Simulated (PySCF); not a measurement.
A structure optimised at PBE-D3(BJ)/def2-TZVPD, used in a PySCF frequency run:

```
Ag
Cl 1 2.2860
```

Question: Write its SMILES, formula and point group.

Answer: [Cl][Ag], AgCl, C∞v

Question: What are its rotational constants (standard atomic weights)?

Answer: 3.6245 GHz (linear rotor, B only)
